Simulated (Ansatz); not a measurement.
```xyz
14

F    -2.176   -2.121    0.193
C    -1.571   -1.093   -0.471
C    -0.390   -0.614    0.357
F    -0.811   -0.210    1.570
F     0.486   -1.620    0.536
C     0.340    0.564   -0.332
F     0.745    0.157   -1.548
F    -0.538    1.570   -0.490
C     1.579    1.138    0.404
F     2.069    2.141   -0.315
F     1.247    1.596    1.601
F     2.519    0.214    0.536
H    -1.217   -1.446   -1.441
H    -2.282   -0.275   -0.600
```

Charge 0, multiplicity 1.

Question: List the PBE/def2-TZVPP orbital energies in eV (Ansatz). (Estimate.)

Answer: Ansatz gave: Occupied: -661.73, -661.73, -661.69, -661.69, -661.66, -661.25, -661.25, -660.55, -276.27, -274.76, -274.40, -271.89, -34.08, -33.08, -32.54, -31.68, -31.51, -31.36, -30.90, -30.79, -20.76, -19.62, -17.66, -16.68, -15.84, -15.68, -15.64, -14.98, -14.95, -14.35, -13.88, -12.93, -12.68, -12.11, -11.95, -11.92, -11.65, -11.41, -11.18, -10.94, -10.77, -10.63, -10.49, -10.21, -10.15, -10.10, -9.40, -8.83, -8.18. Lowest empty: -0.56, -0.07, 0.60, 1.43, 1.66, 2.22, 2.79, 2.87.
